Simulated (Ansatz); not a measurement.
Relaxation of H6InNO2 (10 atoms, charge 0, multiplicity 1), to a largest force component of 0.03 eV/Å in at most 50 steps.

Theory: RKS B3LYP-D4/def2-SVP in Ansatz 0.2.0.

```xyz
10
Properties=species:S:1:pos:R:3
In 2.021 -0.839 0.074
H -1.004 -0.700 0.280
O -1.595 -0.508 -0.484
O 0.023 -0.116 1.551
H -0.613 -0.125 0.747
N 0.799 0.579 -0.978
H -0.877 -0.107 -1.054
H -0.479 -0.490 2.290
H 0.634 1.472 -0.503
H 1.091 0.834 -1.924
```

Task: Where does it end, and by what steps?

Result: It converged. After 12 steps the energy has fallen by 2.249 eV; H2 moved furthest, 1.23 Å. Parted: H2–H5.

| step | energy less start (eV) | largest force component (eV/Å) | accepted |
| --- | --- | --- | --- |
| 0 | 0.0000 | 4.516 | yes |
| 1 | -1.0754 | 2.296 | yes |
| 2 | -1.6206 | 1.754 | yes |
| 3 | -1.8784 | 0.775 | yes |
| 4 | -2.0082 | 1.259 | yes |
| 5 | -2.1413 | 0.489 | yes |
| 6 | -2.1999 | 0.290 | yes |
| 7 | -2.2199 | 0.213 | yes |
| 8 | -2.2315 | 0.148 | yes |
| 9 | -2.2459 | 0.090 | yes |
| 10 | -2.2426 | 0.176 | no |
| 11 | -2.2489 | 0.035 | yes |
| 12 | -2.2492 | 0.030 | yes |

```xyz
10
Properties=species:S:1:pos:R:3
In 2.094 -0.445 0.416
H -1.710 -1.155 -0.622
O -1.545 -0.264 -0.285
O 0.053 -0.090 1.745
H -0.705 -0.184 1.082
N 0.818 0.592 -1.095
H -0.699 0.059 -0.780
H -0.152 -0.657 2.501
H 0.683 1.591 -0.902
H 1.161 0.552 -2.060
```

Whether the end is a true minimum wasn't checked by a vibrational analysis.

Run time: 30 s on 2 threads of Arm Neoverse V2, with other jobs on the host, peak memory 0.22 GiB.
